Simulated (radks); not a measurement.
Initial-state core-level shifts of neutral iodine when its valence configuration changes from [Kr] 4d10 5s2 5p5. Method: scalar-relativistic Kohn-Sham, r2SCAN, spin-polarised, spherical densities, finite nucleus; open shells are filled with parallel spins first (spin-orbit coupling, left out, can overturn this in heavy ions); meta-GGA in the generalised Kohn-Sham scheme; Fermi nuclear charge, rms radius 4.75 fm; computed with a radial shooting solver on a logarithmic mesh with Libxc functionals. Shifts are changes of the shell-averaged eigenvalues in eV (positive: less bound); the change of the density at the nucleus, which sets a Mossbauer isomer shift, is in e/bohr^3, on a base of 2.569e+05.

valence               2s      2p      3s      3d  density at nucleus
4d10 5s1.5 5p5.5  -0.730  -0.730  -0.737  -0.738              -34.19
4d9.5 5s1.5 5p6   -5.619  -5.620  -5.392  -5.437              -21.87
4d9 5s2 5p6       -9.866  -9.870  -9.381  -9.472              +27.82
4d10 5s1 5p6      -1.463  -1.462  -1.476  -1.477              -68.23
4d9.5 5s2 5p5.5   -4.907  -4.909  -4.674  -4.718              +13.71
